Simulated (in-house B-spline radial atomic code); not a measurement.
The arsenic ion As⁺: [He] 2s1 2p6 3s2 3p6 3d10 4s2 4p3 (with a hole in an inner shell)

All numbers are computed (Dirac-Kohn-Sham LDA VWN5, spherical fractional occupations; Fermi nucleus of rms radius 4.0968 fm) with an all-electron radial atomic-structure program (B-spline basis), not measured.

Effective charges: Z_r = [3n² - l(l+1)]/(2<r>) from the radius, Z_e = n√(-2ε) from the energy, and Slater's rules. Values are occupation-weighted means over j.

| shell | electrons | ε (eV) | <r> (bohr) | Z_r | Z_e | Slater |
| --- | --- | --- | --- | --- | --- | --- |
| 1s | 2 | -11794 | 0.04553 | 32.95 | 29.44 | 32.70 |
| 2s | 1 | -1546.6 | 0.2013 | 29.80 | 21.32 | 29.20 |
| 2p | 6 | -1371 | 0.1755 | 28.49 | 20.08 | 29.20 |
| 3s | 2 | -215.26 | 0.5873 | 22.98 | 11.93 | 22.60 |
| 3p | 6 | -159.17 | 0.6001 | 20.83 | 10.26 | 22.60 |
| 3d | 10 | -65.827 | 0.6276 | 16.73 | 6.60 | 12.85 |
| 4s | 2 | -26.494 | 1.769 | 13.56 | 5.58 | 7.30 |
| 4p | 3 | -15.498 | 2.133 | 10.78 | 4.27 | 7.30 |

The least bound orbital is 4p3/2 at -15.36 eV, and it is also the most diffuse (<r> = 2.145 bohr). The part-filled 2s shell lies below the filled 4s shell in orbital energy.

Spin-orbit splittings of the orbital energies (j = l + 1/2 above j = l - 1/2 when positive): 2p 37.26 eV, 3p 5.377 eV, 3d 0.8768 eV, 4p 0.423 eV.

For the 1s electron the small component carries 1.42 % of the norm, the zero-frequency Breit interaction raises the level by 17.46 eV, self-energy by 9.297 eV, and vacuum polarisation lowers it by 0.9139 eV.

The density falls to 0.001 bohr⁻³ at 3.924 bohr; Σ<r²> = 31.495 bohr² gives, by the non-relativistic formula and without the paramagnetism of open shells, a Langevin diamagnetic susceptibility of -24.94×10⁻⁶ cm³/mol.
